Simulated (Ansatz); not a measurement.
`[OH][GeH]([F])[SiH3]` + `BN` → `[OH][GeH2][SiH3]` + `NBF`  (redistribution)

Computed with Ansatz on PBE0-D4/def2-TZVP structures; ΔE is electronic, products minus reactants. CCSD(T)/CBS adds triple-zeta CCSD(T) − MP2 to the extrapolated MP2 energy (def2 sets, frozen cores). This one scheme is used for every species. DFT in def2-TZVPP. B3LYP here is the variant with VWN-RPA as its local correlation; programs differ in this. HSE06 is defined as in plane-wave codes. For Ge outer-core shells are correlated without core-valence functions, which leaves a few kJ/mol of doubt a bond. Scalar relativity is left out up to krypton. One conformer a species, not always the lowest.

```json
{"level": "revPBE-D4", "ΔE (kcal/mol)": "-13.1", "difference from CCSD(T)/CBS": "0.3"}
{"level": "BLYP-D4", "ΔE (kcal/mol)": "-12.4", "difference from CCSD(T)/CBS": "1.0"}
{"level": "B97M-V", "ΔE (kcal/mol)": "-14.7", "difference from CCSD(T)/CBS": "-1.3"}
{"level": "PBE0-D4", "ΔE (kcal/mol)": "-14.4", "difference from CCSD(T)/CBS": "-1.0"}
{"level": "HSE06-D4", "ΔE (kcal/mol)": "-14.5", "difference from CCSD(T)/CBS": "-1.1"}
{"level": "BHLYP-D4", "ΔE (kcal/mol)": "-13.8", "difference from CCSD(T)/CBS": "-0.4"}
{"level": "r2SCAN", "ΔE (kcal/mol)": "-14.0", "difference from CCSD(T)/CBS": "-0.6"}
{"level": "B3LYP", "ΔE (kcal/mol)": "-13.4", "difference from CCSD(T)/CBS": "0.0"}
{"level": "r2SCANh", "ΔE (kcal/mol)": "-14.3", "difference from CCSD(T)/CBS": "-0.9"}
{"level": "CCSD/def2-TZVPP", "ΔE (kcal/mol)": "-13.7", "difference from CCSD(T)/CBS": "-0.3"}
{"level": "CCSD(T)/CBS", "ΔE (kcal/mol)": "-13.4", "difference from CCSD(T)/CBS": "0"}
```

Largest T1 diagnostic among the species: 0.013.

From BLYP to BHLYP (50 % exact exchange), in def2-TZVPP and without D4, ΔE moves by −1.4 kcal/mol. Leaving LDA and LC-ωPBE aside and taking each functional with its dispersion term where it has one, the values spread over 2.3 kcal/mol, from B97M-V to BLYP-D4. LDA lies −2.7 kcal/mol from PBE without D4. At CCSD(T), def2-SVP lies −2.3 kcal/mol from the extrapolated value and def2-TZVPP −0.1 kcal/mol.
